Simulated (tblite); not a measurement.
Species: 4-methyl-o-benzoquinone, C₇H₆O₂.
SMILES with atom numbers: `[CH3:1][C:2]1=[CH:3][C:4](=[O:5])[C:6](=[O:7])[CH:8]=[CH:9]1` (hydrogens: H10, H11, H12 on C1; H13 on C3; H14 on C8; H15 on C9)

Computed with GFN2-xTB (tblite), gas phase: L-BFGS steps from a force-field or distance-geometry start until the largest atomic force falls under 0.01 eV/Å.

Step 0: E = -710.3415 eV
```
atom  x, y, z in Å  |  force x, y, z in eV/Å
C1     -2.1943   -0.3173   -0.1026   -0.615  -0.151   0.042
C2     -0.7146   -0.1646   -0.0364    0.092  -0.573   0.195
C3      0.1076   -1.2314    0.1393    0.165   0.825  -0.157
C4      1.5660   -1.0452    0.1977    0.012  -1.612   0.318
O5      2.3047   -2.0165    0.3618   -0.439   1.144  -0.203
C6      2.1053    0.3703    0.0839    1.251   0.971  -0.066
O7      3.3081    0.6151    0.1296   -1.034  -0.499  -0.008
C8      1.1301    1.4629   -0.0857   -0.071  -0.771   0.037
C9     -0.1783    1.1738   -0.1380   -0.444   0.758  -0.147
H10    -2.5210   -1.3610   -0.0042    0.286   0.258  -0.035
H11    -2.6883    0.2470    0.7028    0.229  -0.038  -0.268
H12    -2.5820    0.0563   -1.0588    0.133   0.026   0.220
H13    -0.2682   -2.2440    0.2333    0.115   0.191  -0.029
H14     1.5186    2.4636   -0.1769    0.026  -0.006   0.035
H15    -0.8981    1.9990   -0.2676    0.293  -0.522   0.066
```

Step 1: E = -710.3807 eV
```
atom  x, y, z in Å  |  force x, y, z in eV/Å
C1     -2.2031   -0.3195   -0.1020   -0.066  -0.065   0.006
C2     -0.7133   -0.1728   -0.0336   -0.358   0.370   0.033
C3      0.1100   -1.2197    0.1371    0.091  -0.195  -0.015
C4      1.5661   -1.0682    0.2023   -0.840   0.978  -0.077
O5      2.2984   -2.0002    0.3589    0.913  -0.845   0.129
C6      2.1232    0.3842    0.0830   -1.338  -0.301  -0.067
O7      3.2933    0.6080    0.1295    1.425   0.071   0.075
C8      1.1291    1.4519   -0.0852   -0.200   0.010  -0.057
C9     -0.1846    1.1846   -0.1401    0.068  -0.197  -0.002
H10    -2.5169   -1.3573   -0.0047    0.138   0.008  -0.010
H11    -2.6850    0.2465    0.6989    0.112   0.046  -0.104
H12    -2.5801    0.0567   -1.0556    0.071   0.052   0.094
H13    -0.2665   -2.2413    0.2328    0.127   0.377  -0.052
H14     1.5190    2.4635   -0.1764   -0.089  -0.238   0.050
H15    -0.8939    1.9916   -0.2666   -0.055  -0.072  -0.003
```

Step 2: E = -710.4084 eV
```
atom  x, y, z in Å  |  force x, y, z in eV/Å
C1     -2.2049   -0.3203   -0.1019    0.018  -0.016  -0.003
C2     -0.7164   -0.1705   -0.0330   -0.207   0.217   0.039
C3      0.1111   -1.2198    0.1366   -0.072  -0.003  -0.032
C4      1.5585   -1.0625    0.2022    0.124  -0.001   0.078
O5      2.3058   -2.0056    0.3597    0.056   0.184  -0.040
C6      2.1135    0.3833    0.0822    0.203  -0.102   0.015
O7      3.3042    0.6076    0.1301   -0.143  -0.191   0.007
C8      1.1271    1.4504   -0.0856   -0.045   0.068  -0.053
C9     -0.1849    1.1843   -0.1404   -0.083  -0.238   0.002
H10    -2.5151   -1.3567   -0.0049    0.105  -0.056  -0.003
H11    -2.6836    0.2468    0.6975    0.066   0.066  -0.057
H12    -2.5792    0.0572   -1.0543    0.042   0.058   0.052
H13    -0.2651   -2.2375    0.2323    0.097   0.271  -0.043
H14     1.5183    2.4614   -0.1759   -0.085  -0.228   0.046
H15    -0.8938    1.9899   -0.2665   -0.077  -0.029  -0.009
```

Question: Estimate the geometry and energy of step 3. (The exact step hangs on the optimiser's Hessian estimate; all steps are aligned on step 2, rigid shifts and turns removed.)

Answer: E = -710.4133 eV, largest force 0.270 eV/Å
```
atom  x, y, z in Å  |  force x, y, z in eV/Å
C1     -2.2049   -0.3207   -0.1019   -0.025  -0.001   0.001
C2     -0.7197   -0.1672   -0.0323   -0.011  -0.075   0.060
C3      0.1103   -1.2199    0.1361   -0.070   0.257  -0.047
C4      1.5591   -1.0616    0.2033    0.062  -0.020   0.057
O5      2.3078   -2.0039    0.3592    0.043   0.164  -0.033
C6      2.1148    0.3818    0.0823    0.036  -0.036   0.007
O7      3.3039    0.6049    0.1303   -0.026  -0.158   0.009
C8      1.1262    1.4512   -0.0864   -0.062  -0.139  -0.028
C9     -0.1861    1.1809   -0.1404   -0.052  -0.017  -0.011
H10    -2.5134   -1.3574   -0.0049    0.098  -0.054  -0.002
H11    -2.6824    0.2478    0.6964    0.040   0.064  -0.038
H12    -2.5784    0.0581   -1.0534    0.025   0.056   0.029
H13    -0.2636   -2.2332    0.2316    0.040   0.132  -0.031
H14     1.5170    2.4578   -0.1752   -0.054  -0.109   0.030
H15    -0.8949    1.9892   -0.2667   -0.044  -0.064  -0.003
```

The energy changes by -0.0049 eV. The first-order estimate −F·Δx gives -0.0071 eV and the mean of the old and new forces, exact on a quadratic surface, -0.0049 eV. The step makes an angle of 19° with the force vector and moves no atom by more than 0.005 Å.
